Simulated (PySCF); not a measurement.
Species: C5H6ClFO.
Cartesian coordinates in Å at the PBE0-D3(BJ)/def2-SVP level; atoms count from 1:
```xyz
14
C5H6ClFO angstrom
C      1.945   -0.184    0.667
C      0.734    0.516    0.169
F      0.912    1.830    0.055
C     -0.483    0.021   -0.170
C     -1.585    0.912   -0.653
C     -0.670   -1.428   -0.028
O      0.112   -2.232    0.376
Cl    -2.298   -1.982   -0.542
H      1.775   -0.587    1.677
H      2.196   -1.046    0.036
H      2.780    0.527    0.694
H     -1.967    0.572   -1.626
H     -1.230    1.944   -0.754
H     -2.436    0.902    0.045
```

Computed with PySCF at PBE0/pcSseg-1 and CAM-B3LYP/def2-SVPD, non-relativistic, on one gas-phase PBE0-D3(BJ)/def2-SVP geometry that isn't relaxed in the solvent. The solvent is an IEF-PCM continuum (van der Waals radii × 1.2). Only the electrostatic response of the medium enters.

Gas phase at PBE0/pcSseg-1: HOMO -7.81 eV, LUMO -1.90 eV, dipole 2.53 D.

Q: What does the continuum do to the energy, the frontier levels and the dipole at PBE0/pcSseg-1 in chloroform and tetrahydrofuran?

A: 
| solvent | ε | E(solvent) − E(gas) (kJ/mol) | polarisation term (kJ/mol) | distortion of the solute (kJ/mol) | HOMO (eV) | LUMO (eV) | dipole (D) |
| --- | --- | --- | --- | --- | --- | --- | --- |
| chloroform | 4.711 | -11.94 | -13.10 | 1.16 | -7.67 | -1.83 | 3.04 |
| tetrahydrofuran | 7.426 | -13.64 | -15.17 | 1.53 | -7.65 | -1.83 | 3.12 |

The first energy column is the sum of the next two and covers electrostatics alone. From chloroform to tetrahydrofuran the lowering changes by a factor 1.14, Onsager's factor (ε − 1)/(2ε + 1) by 1.14 and ε itself by 1.6.

Q: Which radius a makes the point-dipole formula ΔE = −[(ε − 1)/(2ε + 1)]·μ²/a³ give the value in tetrahydrofuran, with the gas-phase dipole?

A: μ = 0.996 au and |ΔE| = 0.00520 Eh give a = 2.25 Å; the farthest nucleus lies 3.06 Å from the centroid of the nuclei, so such a sphere wouldn't even hold the nuclei. The formula assumes a rigid point dipole at the centre of a sphere.

Q: Give the dipole vector in the frame of the coordinates (D, pointing from negative to positive charge), gas and tetrahydrofuran.

A: Gas (1.20, 2.23, 0.10), solvent (1.47, 2.74, 0.13). Its length changes by +23 % and its direction by less than 1°.

Q: Which Mulliken charges (PBE0/pcSseg-1) respond most in chloroform (means over atoms taken as equivalent)?

A: 
| atoms | environment | gas (e) | solvent (e) | change |
| --- | --- | --- | --- | --- |
| O7 | carbonyl oxygen | -0.328 | -0.350 | -0.022 |
| Cl8 | chlorine bonded to C | -0.147 | -0.162 | -0.015 |
| C2 | vinylic C–F carbon | +0.315 | +0.323 | +0.008 |
| H9/H10/H11 | methyl hydrogen | +0.160 | +0.166 | +0.006 |
| C6 | acyl halide carbon | +0.318 | +0.323 | +0.005 |
| H12/H13/H14 | methyl hydrogen | +0.141 | +0.146 | +0.005 |

Gas phase at CAM-B3LYP/def2-SVPD: HOMO -9.12 eV, LUMO -0.88 eV, dipole 2.32 D.

Q: What does the continuum do to the energy, the frontier levels and the dipole at CAM-B3LYP/def2-SVPD in chloroform?

A: 
```json
{"solvent": "chloroform", "ε": "4.711", "E(solvent) − E(gas) (kJ/mol)": "-12.32", "polarisation term (kJ/mol)": "-13.69", "distortion of the solute (kJ/mol)": "1.37", "HOMO (eV)": "-8.96", "LUMO (eV)": "-0.81", "dipole (D)": "2.87"}
```

Q: How does the static polarisability (CAM-B3LYP/def2-SVPD, frozen core, with the continuum's full static response) change?

A: 
```json
{"medium": "gas", "isotropic (au)": "80.9", "principal values (au)": "54.4, 79.1, 109.1", "⟨r²⟩ of the electrons (bohr²)": "1269.8"}
{"medium": "chloroform", "isotropic (au)": "100.4", "principal values (au)": "67.1, 98.0, 136.2", "⟨r²⟩ of the electrons (bohr²)": "1270.0"}
```

The isotropic value in chloroform is 1.24 times the gas-phase one; no cavity-field correction is applied. ⟨r²⟩ is taken about the centre of nuclear charge.
